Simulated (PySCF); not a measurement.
# Working with the constants of OsH

ROHF-CCSD(T) constants of OsH, quartet, unpaired electrons π ↑, δ ↑↑ (PySCF, scalar-relativistic core potentials, basis sets H def2-TZVPP, Os def2-TZVPP with ECP60; masses 1.0078 and 191.9615 u):

- ωe: 2252.8 cm⁻¹
- ωexe: 35.6 cm⁻¹
- Be: 6.7742 cm⁻¹
- αe: 0.173 cm⁻¹
- D (centrifugal): 0.000245 cm⁻¹
- De to H + Os (5d6 6s2): 2.71 eV

**Question.** Give the vibrational terms G(v) and spacings up to v = 6.

**Answer.** G(v) = ωe(v+½) − ωexe(v+½)².

```json
{"v": "0", "G(v) (cm⁻¹)": "1118", "G(v) − G(v−1)": "", "Bv (cm⁻¹)": "6.688"}
{"v": "1", "G(v) (cm⁻¹)": "3299", "G(v) − G(v−1)": "2182", "Bv (cm⁻¹)": "6.515"}
{"v": "2", "G(v) (cm⁻¹)": "5410", "G(v) − G(v−1)": "2110", "Bv (cm⁻¹)": "6.342"}
{"v": "3", "G(v) (cm⁻¹)": "7449", "G(v) − G(v−1)": "2039", "Bv (cm⁻¹)": "6.169"}
{"v": "4", "G(v) (cm⁻¹)": "9417", "G(v) − G(v−1)": "1968", "Bv (cm⁻¹)": "5.996"}
{"v": "5", "G(v) (cm⁻¹)": "11314", "G(v) − G(v−1)": "1897", "Bv (cm⁻¹)": "5.823"}
{"v": "6", "G(v) (cm⁻¹)": "13139", "G(v) − G(v−1)": "1826", "Bv (cm⁻¹)": "5.650"}
```

**Question.** How well does the Morse estimate ωe²/(4ωexe) reproduce De, and what is D0?

**Answer.** It gives 4.42 eV, 163 % of the computed De. D0 = De − G(0) = 2.71 − 0.14 = 2.57 eV.

Correlated steps freeze no core orbitals. These are scalar-relativistic numbers at best; spin–orbit coupling would shift them, the dissociation energy most. The CCSD T1 diagnostic is raised, a sign that a single reference may not be enough here. The state is the lowest single determinant that the PBE0 search found; with open d or f shells the true ground state can be another one.
